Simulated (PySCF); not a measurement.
AlOBr, SMILES [Al]([Br])=[O]. Atoms are numbered in the order given.

```xyz
3

Al     0.0000     0.0000    -1.1564
O      0.0000     0.0000    -2.7558
Br     0.0000     0.0000     1.0594
```

Geometry: r2SCAN-D4/def2-TZVP.

These are TDDFT-PBE/def2-SVPD run with PySCF values and carry that method's errors.

Vertical excitations; the highest root listed may be one member of a degenerate set. Gas-phase values at a fixed geometry. State labels are in the subgroup C2v.

```tsv
state	symmetry	energy (eV)	λ (nm)	f	main pairs
S1	B2	3.24	383	0.018	HOMO→LUMO (degenerate set)
S2	B1	3.24	383	0.018	HOMO−1→LUMO (degenerate set)
S3	A1	4.62	268	0.035	HOMO−2→LUMO 74 %, HOMO−1→LUMO+1 13 %, HOMO→LUMO+2 13 %
S4	A2	4.91	253	0.000	HOMO→LUMO+1 50 %, HOMO−1→LUMO+2 50 %
S5	A2	5.01	247	0.000	HOMO−1→LUMO+2, HOMO→LUMO+1 (degenerate set)
S6	A1	5.01	247	0.000	HOMO→LUMO+2, HOMO−1→LUMO+1 (degenerate set)
S7	B2	5.36	231	0.028	HOMO−3→LUMO (degenerate set)
S8	B1	5.36	231	0.028	HOMO−4→LUMO (degenerate set)
S9	B2	6.21	200	0.016	HOMO−2→LUMO+2 (degenerate set)
S10	B1	6.21	200	0.016	HOMO−2→LUMO+1 (degenerate set)
T1	B1	2.72	456	0	HOMO−1→LUMO (degenerate set)
T2	B2	2.72	456	0	HOMO→LUMO (degenerate set)
T3	A1	3.58	347	0	HOMO−2→LUMO 86 %
T4	A1	4.36	284	0	HOMO−1→LUMO+1 43 %, HOMO→LUMO+2 43 %, HOMO−2→LUMO 14 %
```
Triplets are in the Tamm–Dancoff approximation, which puts them higher than full response would, so one can lie above its singlet here.
